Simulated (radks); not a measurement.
Species: Ba III. Configuration: [Xe] (the NIST ground configuration). All-electron calculation, scalar-relativistic Kohn-Sham, r2SCAN, spin-polarised, spherical densities, finite nucleus; meta-GGA in the generalised Kohn-Sham scheme; Fermi nuclear charge, rms radius 4.8378 fm. Program: a radial shooting solver on a logarithmic mesh with Libxc functionals.

Unscreened Slater integrals over Kohn-Sham orbitals (hartree). They are taken over the spin-up orbitals. Empty in this configuration: 5d.

integral      value
F0(5p,5p)   0.47566
F2(5p,5p)   0.25775
F0(5p,5s)   0.50690
G1(5p,5s)   0.34067
F0(5p,4d)   0.59330
F2(5p,4d)   0.16852
G1(5p,4d)  0.048980
G3(5p,4d)  0.047026
F0(5p,5d)   0.38398
F2(5p,5d)   0.18634
G1(5p,5d)   0.21594
G3(5p,5d)   0.13410
F0(5s,5s)   0.54743
F0(5s,4d)   0.66905
G2(5s,4d)  0.075464
F0(5s,5d)   0.39798
G2(5s,5d)   0.13590
F0(4d,4d)    1.1260
F2(4d,4d)   0.57358
F4(4d,4d)   0.38302
F0(4d,5d)   0.43477
F2(4d,5d)  0.084802
F4(4d,5d)  0.035391
G0(4d,5d)  0.019011
G2(4d,5d)  0.022692
G4(4d,5d)  0.018596
F0(5d,5d)   0.33326
F2(5d,5d)   0.17492
F4(5d,5d)   0.11614
